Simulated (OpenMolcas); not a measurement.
S I: thermal populations, worked from levels

```yaml
Program: OpenMolcas
Basis: ANO-RCC-VQZP [6s5p3d2f1g]
Scalar_Hamiltonian: DKH2, point nucleus
Active_space: 6 electrons in 4 orbitals (3s 3p)
State_averaging: 2S+1 = 3 even, 3 roots; 2S+1 = 1 even, 6 roots; 2S+1 = 3 odd, 3 roots (0 in the spin-orbit step)
Spin-orbit_coupling: RASSI with atomic mean-field integrals over the reference wave functions, term energies averaged over their components
```

Methods: CASSCF; SS-CASPT2, IPEA 0.25 Eh, imaginary shift 0.1 Eh (closed shells correlated: 2s 2p). Measured levels: NIST Handbook of Basic Atomic Spectroscopic Data.

**Thermal populations.** Z = Σ (2J + 1) exp(-E/kT) with k = 0.695035 cm-1/K, over the levels below. No other level of either list lies under 52600 cm-1, which is above 7 kT at each temperature.

| Level | 2J + 1 | SS-CASPT2 | measured |
| --- | --- | --- | --- |
| 3s² 3p⁴ ³P₂ | 5 | 0.0 | 0.0 |
| 3s² 3p⁴ ³P₁ | 3 | 373 | 396 |
| 3s² 3p⁴ ³P₀ | 1 | 543 | 574 |
| 3s² 3p⁴ ¹D₂ | 5 | 9200 | 9239 |
| 3s² 3p⁴ ¹S₀ | 1 | 21710 | 22180 |

```csv
T (K),"Z, SS-CASPT2","Z, measured levels","Ground level (%), SS-CASPT2","Ground level (%), measured levels"
3000,8.340,8.300,60.0,60.2
5000,8.906,8.877,56.1,56.3
8000,9.688,9.663,51.6,51.7
```

At 8000 K, kT = 5560 cm-1, and the computed levels give Z = 5.000 + 2.805 + 0.907 + 0.956 + 0.020 = 9.688.

CASPT2 does not keep the components of a term degenerate, so their means are used; among the terms shown or strongly mixed into the levels shown the widest spread is 130 cm-1 (3s² 3p⁴ ¹D, SS-CASPT2). No level of 3s 3p⁵ was computed, though it lies in the active space. Without dynamic correlation excited terms often stand tens of per cent too high (terms of higher spin than the ground term too low), and those without a measured partner can miss by more than the paired ones (holds for CASSCF). Measured partners are found by configuration, term and J. A level has none where our copy of the source lacks it or the pairing is in doubt (some pairs that miss far off the trend of their configuration count as doubtful), and it then counts in no deviation. Only configurations of the active space appear.
